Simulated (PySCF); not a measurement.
ClSe (SMILES Cl[Se]), doublet (typed; the unrestricted solution is spin-contaminated), geometry from GFN2-xTB (the spin is typed, not shown lowest), with bond 1-2 at 2.0 times its length; PySCF with R2SCAN/def2-TZVP.

PySCF was given this input:
```python
from pyscf import gto, scf, dft

mol = gto.Mole()
mol.atom = '''
    Se    0.000000    0.000000   -2.814011
    Cl    0.000000    0.000000    1.407005
'''
mol.basis = 'def2-tzvp'
mol.charge = 0
mol.spin = 1
mol.verbose = 4
mol.build()

mf = dft.UKS(mol)
mf.xc = 'r2scan'
mf.diis_space = 4
mf.kernel()
```

The log (banner, timings and long lists left out):

```
PySCF version 2.14.0

[INPUT] verbose = 4
[INPUT] num. atoms = 2
[INPUT] num. electrons = 51
[INPUT] charge = 0
[INPUT] spin (= nelec alpha-beta = 2S) = 1
[INPUT] symmetry False subgroup None
[INPUT] Mole.unit = angstrom
[INPUT] Symbol           X                Y                Z      unit          X                Y                Z       unit  Magmom
[...]
nuclear repulsion = 72.4622763599475
number of shells = 29
number of NR pGTOs = 166
number of NR cGTOs = 85
basis = def2-tzvp
ecp = {}

******** <class 'pyscf.dft.uks.UKS'> ********
method = UKS
initial guess = minao
damping factor = 0
level_shift factor = 0
DIIS = <class 'pyscf.scf.diis.CDIIS'>
diis_start_cycle = 1
diis_space = 4
diis_damp = 0
SCF conv_tol = 1e-09
SCF conv_tol_grad = None
SCF max_cycles = 50
direct_scf = True
direct_scf_tol = 1e-13
number electrons alpha = 26  beta = 25
XC library pyscf.dft.libxc version 7.1.2
    S. Lehtola, C. Steigemann, M. J. T. Oliveira, and M. A. L. Marques,  SoftwareX 7, 1–5 (2018)
XC functionals = r2scan
    J. W. Furness, A. D. Kaplan, J. Ning, J. P. Perdew, and J. Sun,  J. Phys. Chem. Lett. 11, 8208–8215 (2020)
    J. W. Furness, A. D. Kaplan, J. Ning, J. P. Perdew, and J. Sun,  J. Phys. Chem. Lett. 11, 9248–9248 (2020)
    J. W. Furness, A. D. Kaplan, J. Ning, J. P. Perdew, and J. Sun,  J. Phys. Chem. Lett. 11, 8208–8215 (2020)
    J. W. Furness, A. D. Kaplan, J. Ning, J. P. Perdew, and J. Sun,  J. Phys. Chem. Lett. 11, 9248–9248 (2020)
radial grids:
    Treutler-Ahlrichs [JCP 102, 346 (1995); DOI:10.1063/1.469408] (M4) radial grids

becke partition: Becke, JCP 88, 2547 (1988); DOI:10.1063/1.454033
pruning grids: <function nwchem_prune>
grids dens level: 3
symmetrized grids: False
atomic radii adjust function: <function treutler_atomic_radii_adjust>
small_rho_cutoff = 0
Set gradient conv threshold to 3.16228e-05
tot grids = 39304
init E= -2860.60979109542

cycle= 1 E= -2861.30813770521  delta_E= -0.698  |g|= 0.463  |ddm|= 0.929
cycle= 2 E= -2858.84927954796  delta_E= 2.46  |g|= 1.68  |ddm|= 1.93

cycle= 3 E= -2859.95669929178  delta_E= -1.11  |g|= 0.89  |ddm|= 0.867
cycle= 4 E= -2861.29829025279  delta_E= -1.34  |g|= 0.369  |ddm|=  1.5
cycle= 5 E= -2861.49322085776  delta_E= -0.195  |g|= 0.213  |ddm|= 1.26

cycle= 6 E= -2861.13581439552  delta_E= 0.357  |g|= 0.457  |ddm|=  1.2
cycle= 7 E= -2861.15761408972  delta_E= -0.0218  |g|= 0.426  |ddm|= 0.0608
cycle= 8 E= -2861.420426568  delta_E= -0.263  |g|= 0.314  |ddm|= 1.17
[...]
cycle= 19 E= -2860.32094325242  delta_E= -0.148  |g|= 0.815  |ddm|= 0.161
cycle= 20 E= -2860.41048672187  delta_E= -0.0895  |g|= 0.821  |ddm|= 0.0799
cycle= 21 E= -2861.39719994937  delta_E= -0.987  |g|=  0.3  |ddm|= 1.37
cycle= 22 E= -2860.75798106004  delta_E= 0.639  |g|= 0.761  |ddm|= 1.28
cycle= 23 E= -2860.32933694649  delta_E= 0.429  |g|= 0.835  |ddm|= 0.345
cycle= 24 E= -2860.12708228648  delta_E= 0.202  |g|= 0.826  |ddm|= 0.217
cycle= 25 E= -2860.41982328806  delta_E= -0.293  |g|= 0.839  |ddm|= 0.293
cycle= 26 E= -2861.07410381336  delta_E= -0.654  |g|= 0.868  |ddm|= 1.61
cycle= 27 E= -2861.29554074042  delta_E= -0.221  |g|= 0.472  |ddm|= 0.408
cycle= 28 E= -2861.38590513222  delta_E= -0.0904  |g|= 0.334  |ddm|= 0.275
cycle= 29 E= -2860.02194873588  delta_E= 1.36  |g|= 0.866  |ddm|=  1.5
cycle= 30 E= -2860.05675655163  delta_E= -0.0348  |g|= 0.84  |ddm|= 0.0484
cycle= 31 E= -2861.42556578371  delta_E= -1.37  |g|= 0.283  |ddm|= 1.45
cycle= 32 E= -2861.39896153387  delta_E= 0.0266  |g|= 0.311  |ddm|= 0.0975
cycle= 33 E= -2861.39272910382  delta_E= 0.00623  |g|= 0.325  |ddm|= 0.0236
cycle= 34 E= -2860.14841314776  delta_E= 1.24  |g|= 0.805  |ddm|= 1.44
cycle= 35 E= -2860.1761723812  delta_E= -0.0278  |g|= 0.801  |ddm|= 0.0351
cycle= 36 E= -2860.13472361361  delta_E= 0.0414  |g|= 0.81  |ddm|= 0.0534
cycle= 37 E= -2861.46597437668  delta_E= -1.33  |g|= 0.245  |ddm|= 1.39
cycle= 38 E= -2860.36121426294  delta_E=  1.1  |g|= 0.834  |ddm|=  1.3
cycle= 39 E= -2860.23140247456  delta_E= 0.13  |g|= 0.812  |ddm|= 0.132
cycle= 40 E= -2860.20743399282  delta_E= 0.024  |g|= 0.809  |ddm|= 0.0375
cycle= 41 E= -2860.21353342862  delta_E= -0.0061  |g|= 0.808  |ddm|= 0.0895
cycle= 42 E= -2844.38826083484  delta_E= 15.8  |g|= 3.23  |ddm|= 3.02

cycle= 43 E= -2860.55866219758  delta_E= -16.2  |g|= 1.14  |ddm|= 2.32
cycle= 44 E= -2861.14381896858  delta_E= -0.585  |g|= 0.668  |ddm|= 1.05
cycle= 45 E= -2861.2852021413  delta_E= -0.141  |g|= 0.49  |ddm|=  0.3

cycle= 46 E= -2859.66430662966  delta_E= 1.62  |g|= 1.08  |ddm|= 1.75
cycle= 47 E= -2860.01091609328  delta_E= -0.347  |g|= 0.84  |ddm|= 1.15
cycle= 48 E= -2860.29709253616  delta_E= -0.286  |g|= 0.842  |ddm|= 0.828
cycle= 49 E= -2861.36510846848  delta_E= -1.07  |g|= 0.361  |ddm|= 1.42
cycle= 50 E= -2861.4115342582  delta_E= -0.0464  |g|= 0.284  |ddm|= 0.162
SCF not converged.
SCF energy = -2861.4115342582 after 50 cycles  <S^2> = 1.7583543  2S+1 = 2.8343283
```

The run did not converge; its last values are not results.
